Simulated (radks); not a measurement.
The oxygen anion O-, [He] 2s2 2p5, held by a Watson sphere: a shell of charge +1 at radius R that stands for the Madelung well of a crystal (potential energy -1/R inside, -1/r outside, in hartree with lengths in bohr). All-electron calculation, non-relativistic Kohn-Sham, r2SCAN, spin-polarised, spherical densities, point nucleus; open shells are filled with parallel spins first; meta-GGA in the generalised Kohn-Sham scheme. Program: a radial shooting solver on a logarithmic mesh with Libxc functionals.

R (bohr) = 1.96: e(2s down) (eV) -23.011; e(2p up) (eV) -9.174; e(2p down) (eV) -7.426; <r> 2p (bohr) 1.420; sum of <r^2> (bohr^2) 16.08; X-ray form factor at sin(theta)/lambda = 0.1 1/angstrom 7.952
R (bohr) = 2.04: e(2s down) (eV) -22.771; e(2p up) (eV) -8.969; e(2p down) (eV) -7.225; <r> 2p (bohr) 1.431; sum of <r^2> (bohr^2) 16.29; X-ray form factor at sin(theta)/lambda = 0.1 1/angstrom 7.941
R (bohr) = 2.08: e(2s down) (eV) -22.654; e(2p up) (eV) -8.868; e(2p down) (eV) -7.126; <r> 2p (bohr) 1.436; sum of <r^2> (bohr^2) 16.39; X-ray form factor at sin(theta)/lambda = 0.1 1/angstrom 7.936
R (bohr) = 2.32: e(2s down) (eV) -21.993; e(2p up) (eV) -8.287; e(2p down) (eV) -6.555; <r> 2p (bohr) 1.467; sum of <r^2> (bohr^2) 16.97; X-ray form factor at sin(theta)/lambda = 0.1 1/angstrom 7.907
R (bohr) = 2.76: e(2s down) (eV) -20.956; e(2p up) (eV) -7.343; e(2p down) (eV) -5.613; <r> 2p (bohr) 1.516; sum of <r^2> (bohr^2) 17.89; X-ray form factor at sin(theta)/lambda = 0.1 1/angstrom 7.865
R (bohr) = 2.77: e(2s down) (eV) -20.935; e(2p up) (eV) -7.323; e(2p down) (eV) -5.593; <r> 2p (bohr) 1.517; sum of <r^2> (bohr^2) 17.91; X-ray form factor at sin(theta)/lambda = 0.1 1/angstrom 7.864
R (bohr) = 3.46: e(2s down) (eV) -19.677; e(2p up) (eV) -6.141; e(2p down) (eV) -4.395; <r> 2p (bohr) 1.580; sum of <r^2> (bohr^2) 19.07; X-ray form factor at sin(theta)/lambda = 0.1 1/angstrom 7.818
R (bohr) = 3.56: e(2s down) (eV) -19.524; e(2p up) (eV) -5.995; e(2p down) (eV) -4.246; <r> 2p (bohr) 1.588; sum of <r^2> (bohr^2) 19.21; X-ray form factor at sin(theta)/lambda = 0.1 1/angstrom 7.813
